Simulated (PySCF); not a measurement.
A PySCF script (with the pyscf-properties extension) for the NMR shieldings of `C1(B(OC)OC)=CC1=C`, C$_{6}$H$_{9}$BO$_{2}$, on a GFN2-xTB geometry:

```python
import basis_set_exchange as bse
import numpy as np
from pyscf import gto, dft
from pyscf.prop import nmr

atoms = """
C     3.118197   -1.195616   -0.666669
C     2.244328   -0.482559   -0.000870
C     1.852903    0.471736    0.992191
C     0.865030   -0.034916    0.251221
B    -0.629588   -0.113049   -0.150149
O    -1.323138    0.957876   -0.637264
C    -0.756643    2.234454   -0.793232
O    -1.240576   -1.305442   -0.013233
C    -2.591970   -1.531225   -0.349554
H     2.814416   -1.864650   -1.453040
H     4.171450   -1.143084   -0.447006
H     2.134611    1.101967    1.801998
H     0.183325    2.186259   -1.349608
H    -1.474507    2.844234   -1.343369
H    -0.564231    2.693139    0.180759
H    -3.083438   -0.609275   -0.661430
H    -2.629429   -2.260017   -1.162359
H    -3.099497   -1.943514    0.525196
"""
names = dict.fromkeys(["C", "B", "O", "H"], "pcSseg-1")
basis = {el: gto.basis.parse(bse.get_basis(n, elements=[el], fmt="nwchem")) for el, n in names.items()}
mol = gto.M(atom=atoms, basis=basis, charge=0, verbose=0)
mf = dft.RKS(mol, xc="PBE0")
mf.grids.level = 2
mf.grids.alignment = dft.numint.BLKSIZE   # the property module wants whole blocks of grid points
mf.conv_tol = 1e-9
mf.kernel()

calc = nmr.RKS(mf)   # GIAO
C = mf.mo_coeff
Co = C[:, mf.mo_occ > 0]
resp = mf.gen_response(singlet=True, hermi=2)
def vind(x):   # induced exchange potential for any number of trial vectors
    d = np.einsum("pi,xij,qj->xpq", C, 2 * x.reshape(-1, C.shape[1], Co.shape[1]), Co, optimize=True)
    return np.einsum("xpq,pi,qj->xij", resp(d - d.transpose(0, 2, 1)), C, Co, optimize=True).ravel()
mo1, _ = nmr.rhf.solve_mo1(calc, with_cphf=vind)
sigma = calc.kernel(mo1)
for i, s in enumerate(sigma):   # ppm
    print("%2d %-2s %9.2f" % (i, mol.atom_pure_symbol(i), np.trace(s) / 3))
```

**Question.** What does it print?

**Answer.** 
```
 0 C     122.00
 1 C      60.17
 2 C      36.85
 3 C      33.04
 4 B      75.42
 5 O     231.39
 6 C     131.56
 7 O     225.78
 8 C     133.78
 9 H      27.67
10 H      27.63
11 H      23.17
12 H      28.16
13 H      27.78
14 H      27.91
15 H      27.01
16 H      27.91
17 H      27.97
```

These numbers come from an equivalent density-fitted implementation of the same equations, which agrees with the script to about 0.01 ppm for H and up to a few tenths of a ppm for heavy atoms, so last digits may differ.

Size and cost of the density-fitted run: 198 basis functions, 39 s wall time on 1 thread of an Arm Neoverse V1, shared host; peak memory 0.86 GiB.
